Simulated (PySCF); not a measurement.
Simulated absorption spectrum

C7H7PS.
SMILES: `C#CC1=PC(CC)=CS1`

Theory: TDDFT CAM-B3LYP/def2-SVPD, vertical, gas phase, core orbitals frozen in the response (PySCF 2.14.0, density-fitted response routines). Isolated species at its GFN2-xTB geometry (one conformer only). Torsions of this conformer, `[CH:1]#[C:2][c:3]1[p:4][c:5]([CH2:6][CH3:7])[cH:8][s:9]1`: P4–C5–C6–C7 -73°.

Computed states:

```
state  E (eV)       f
   S1    4.20   0.211
   S2    4.62   0.090
   S3    4.76  0.0024
   S4    5.13  0.0043
   S5    5.36  0.0007
   S6    5.71  0.0003
   S7    5.91  0.0007
   S8    6.06   0.098
```

Broadening: Gaussians 0.25 eV wide at half height, area fixed by f = 4.319×10⁻⁹ ∫ε dν̃. The cross-section is σ = 3.8235×10⁻²¹ ε cm², given in Mb (10⁻¹⁸ cm²). The width is an assumption, not a result. The curve ends short of the highest state used, and states not computed would add to its high-energy end.

Task: What does the envelope look like, and where are its maxima?

Result: 
(E (eV), σ (Mb)): (3.83, 0.19), (3.90, 1.56), (3.97, 8.16), (4.04, 27.57), (4.11, 60.34), (4.18, 85.50), (4.25, 78.50), (4.32, 47.21), (4.40, 19.19), (4.47, 16.74), (4.54, 28.04), (4.61, 37.23), (4.68, 32.78), (4.75, 19.04), (4.82, 7.46), (4.89, 2.17), (4.97, 0.89), (5.04, 1.29), (5.11, 1.77), (5.18, 1.65), (5.25, 1.10), (5.32, 0.61), (5.39, 0.35), (5.46, 0.19)

Maxima: 295 nm (4.20 eV), ε about 23000, made up of S1 (100%); 268 nm (4.62 eV), ε about 9800, made up of S2 (99%); 242 nm (5.13 eV), ε about 470, made up of S4 (98%) (ε in L mol⁻¹ cm⁻¹; maxima over ε = 5, shares over 10%).

Task: What would ε be at 4.20 eV, the highest of these maxima, with half the width (0.125 eV)?

Result: About 45600 L mol⁻¹ cm⁻¹ against 22800, a factor of about 2.00; a lone state at its own centre would give exactly 2.

Task: On this curve, what absorbance would a 10⁻⁴ mol/L sample give at 254 nm over a 1 cm path?

Result: 254 nm is 4.881 eV, where ε is about 670 L mol⁻¹ cm⁻¹, so A = ε c l ≈ 0.067 (Beer–Lambert, with the gas-phase spectrum and the assumed width).

Task: Coming from long wavelengths, where does ε first pass 100 L mol⁻¹ cm⁻¹?

Result: At about 322 nm (3.85 eV), 0.35 eV below S1.
